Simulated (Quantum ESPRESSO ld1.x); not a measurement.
Q: The praseodymium ion Pr31+, configuration [Ar] 3d10. All-electron calculation, Dirac Kohn-Sham, relativistic LDA (MacDonald-Vosko exchange, VWN5 correlation), spin-unpolarised, spherical densities, point nucleus. Program: ld1.x of Quantum ESPRESSO 7.5. Some entries of the table are withheld. Estimate them.

orbital,occ.,eigenvalue (eV),r(max) (bohr)
1s1/2,2,(1),0.015
2s1/2,2,(2),0.087
2p1/2,2,-7463.46,0.067
2p3/2,4,-6983.56,0.072
3s1/2,2,-2502.68,0.247
3p1/2,2,-2352.84,0.234
3p3/2,4,-2253.34,0.245
3d3/2,4,-1994.08,0.195
3d5/2,6,-1972.04,0.198
4s1/2,0,(3),0.533
4p1/2,0,-1129.81,(4)
4p3/2,0,-1097.85,(5)

A: 
(1) 1s1/2 eigenvalue (eV): -42684.5
(2) 2s1/2 eigenvalue (eV): -7815.66
(3) 4s1/2 eigenvalue (eV): -1190.81
(4) 4p1/2 r(max) (bohr): 0.529
(5) 4p3/2 r(max) (bohr): 0.550
